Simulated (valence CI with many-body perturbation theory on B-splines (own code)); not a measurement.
**Hyperfine factors and g values of Tc30+**

Calculated by valence CI with perturbative core correlation (CI+MBPT): three valence electrons over a frozen Dirac-Fock core [Ne], a basis of 11 s, 11 p, 9 d, 7 f, 5 g, 2 h, 1 i functions for each j, with the one-electron correlation potential Σ1, the two-electron term Σ2, the three-electron term Σ3, Breit, model QED; selected CI, second order for the rest (own B-spline code, finite nucleus).

The last digits are not significant, and no measured levels were compared; by estimate large intervals hold to a few tenths of a per cent, small ones and those within an open d or f shell to about a per cent.

A/g_I is the dipole constant over the nuclear g factor μ/I (μ in nuclear magnetons, uniformly magnetised nucleus), B/Q the quadrupole constant per barn. Both hold the static response of the core; the bare values leave it out. Large factors of s and p1/2 electrons are usually good to 5 to 10 %; those of open d and f shells near neutrality can be off by tens of per cent, and small factors of p3/2, d and f electrons come from cancelling terms and can be off by a factor of two or in sign, in half-filled shells by more. B is blank for J = 1/2, where it vanishes, and for nearly pure S terms. Energies count from the lowest level.

Names give the largest LS component (configuration and term), which can be under half, so a name can repeat, a term be missing and a line seem to break the LS rules; names also repeat where a configuration has a term twice. Letters in brackets count levels of one name in rising energy.

```csv
Level,E (cm⁻¹),g,A/g_I (MHz),A/g_I bare,B/Q (MHz/b),B/Q bare
3s²3p ²P°_1/2,0,0.661,187000,181000,,
3s²3p ²P°_3/2,228200,1.330,33000,32900,60100,58700
3s3p² ⁴P_1/2,562090,2.491,484000,470000,,
3s3p² ⁴P_3/2,709510,1.700,153000,149000,48700,47600
3s3p² ⁴P_5/2,768120,1.446,169000,164000,2170,2170
3s3p² ²D_3/2,863350,0.875,-5910,-4950,59500,58200
3s3p² ²P_1/2,937030,1.142,-32500,-30400,,
3s3p² ²D_5/2,977350,1.342,132000,128000,42300,41400
3s²3d ²D_3/2,1138800,1.043,-11600,-9960,-22500,-21600
3s3p² ²S_1/2,1166600,1.693,559000,540000,,
3s3p² ²P_3/2,1216600,1.035,-43100,-40500,-3410,-3110
3s²3d ²D_5/2,1221900,1.202,32000,31900,28800,29000
3p³ ²D°_3/2,1469200,1.234,19000,19900,48900,47900
3s3p3d ⁴F°_3/2,1569200,0.554,-48500,-46300,15500,15600
3s3p3d ⁴F°_5/2 [a],1586600,1.123,121000,118000,-16600,-15700
3p³ ⁴S°_3/2,1634200,1.407,-23700,-20700,-9770,-9410
3s3p3d ⁴F°_5/2 [b],1635600,1.128,31500,31500,687,1220
3s3p3d ⁴F°_7/2,1684500,1.257,101000,98800,3610,4410
3s3p3d ⁴D°_3/2,1702000,1.341,77900,76800,11400,11300
3s3p3d ⁴D°_1/2,1704300,0.289,-204000,-196000,,
3s3p3d ⁴P°_5/2,1707600,1.437,98900,96900,19400,19500
3p³ ²P°_1/2,1760300,0.658,162000,156000,,
3s3p3d ²F°_5/2 [a],1812000,0.931,27900,27600,44600,44300
3s3p3d ⁴F°_9/2,1830500,1.330,81600,80000,73800,73000
3s3p3d ²D°_3/2 [a],1846400,0.993,-32600,-30600,10100,10000
3s3p3d ⁴D°_5/2,1867900,1.332,92500,90800,-1980,-2160
3s3p3d ⁴D°_7/2,1870600,1.375,95500,93600,4850,4980
3s3p3d ⁴P°_1/2,1871900,2.401,311000,303000,,
3s3p3d ⁴P°_3/2 [a],1872200,1.369,127000,124000,-15100,-14900
3s3p3d ⁴P°_3/2 [b],1891000,1.405,-10600,-8140,-32000,-31400
3s3p3d ²D°_5/2 [a],1935900,1.288,119000,116000,-25200,-24400
3s3p3d ²D°_3/2 [b],1996800,1.031,-2770,-1620,-20000,-19300
3s3p3d ²F°_7/2 [a],2007400,1.143,16200,16700,72900,72100
3s3p3d ²F°_7/2 [b],2084300,1.164,60100,59000,61000,60600
3s3p3d ²F°_5/2 [b],2084800,0.907,-29300,-27200,53200,52700
3s3p3d ²P°_1/2 [a],2089900,0.637,-150000,-144000,,
3s3p3d ²P°_1/2 [b],2126000,0.661,51100,49500,,
3s3p3d ²P°_3/2 [a],2153300,1.269,138000,134000,15500,15600
3s3p3d ²D°_5/2 [b],2161900,1.142,-36200,-33700,-28900,-27700
3s3p3d ²P°_3/2 [b],2180500,1.097,3560,4660,-49700,-48500
```

(1) Take the isotope of mass number 99, with I = 9/2, μ = 5.678 μN and Q = -0.129 b. What is the hyperfine structure of 3s3p² ⁴P_5/2?

Answers

(1) From the table A = 213000 MHz, B = -280 MHz. Shifts from the centre of gravity in MHz: F = 2: -2930000, F = 3: -2290000, F = 4: -1440000, F = 5: -373000, F = 6: 905000, F = 7: 2400000.
